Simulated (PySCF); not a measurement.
TaS₂⁺: from structure and modes to constants

Computed with PySCF, PBE0, basis Ta def2-TZVP with ECP60, S def2-TZVP (scalar-relativistic core potentials, no spin–orbit coupling, density fitting).

The singlet minimum has C2v symmetry. Masses (u): Ta 180.94800, S 31.97207.

```xyz
3
charge 1 multiplicity 1, angstrom
Ta    0.0000    0.0000   -0.3354
S     1.6789    0.0000    0.9525
S    -1.6789    0.0000    0.9525
```

Harmonic wavenumbers (cm⁻¹): 202.1 (a1, ×1), 561.0 (b2, ×1), 582.2 (a1, ×1).

Problem. Find the principal moments of inertia and the rotational constants. What kind of rotor is it?

Solution. About the centre of mass I = 78.362, 180.24, 258.6 u Å². With B = 16.8576/I this gives 0.2151, 0.09353, 0.06519 cm⁻¹. The molecule is an asymmetric top with κ = -0.62.

Problem. What is the harmonic zero-point energy?

Solution. Half the sum of all 3 wavenumbers, 1345/2 = 673 cm⁻¹, which is 8.0 kJ/mol (1 cm⁻¹ = 0.0119627 kJ/mol).

Problem. Find the vibrational entropy and heat capacity at 298.15 K.

Solution. With u = 1.43878 ω/T, each mode gives S = R[u/(eᵘ−1) − ln(1−e⁻ᵘ)] and C = R u² eᵘ/(eᵘ−1)².
```
ω (cm⁻¹)      u  S (J/(mol K))  C (J/(mol K))
   202.1  0.975           8.84           7.69
   561.0  2.707           2.18           4.67
   582.2  2.810           2.01           4.48
```
The sums over all modes are S = 13.0 and C = 16.8 J/(mol K); the softest mode gives 68 % of the entropy.

Problem. Give the standard entropy (298.15 K, 1 bar) by its translational, rotational, vibrational and spin parts, and Cp.

Solution. Sackur–Tetrode with M = 244.89 u gives 177.5; rotation with symmetry number 2 gives 105.6; vibration 13.0; spin R ln 1 = 0.0. The total is 296.1 J/(mol K), and Cp = 4 R + 16.8 = 50.1 J/(mol K).

Only a few start shapes were tried, so a lower isomer may exist. No spin–orbit coupling is included, which matters more the heavier the element.
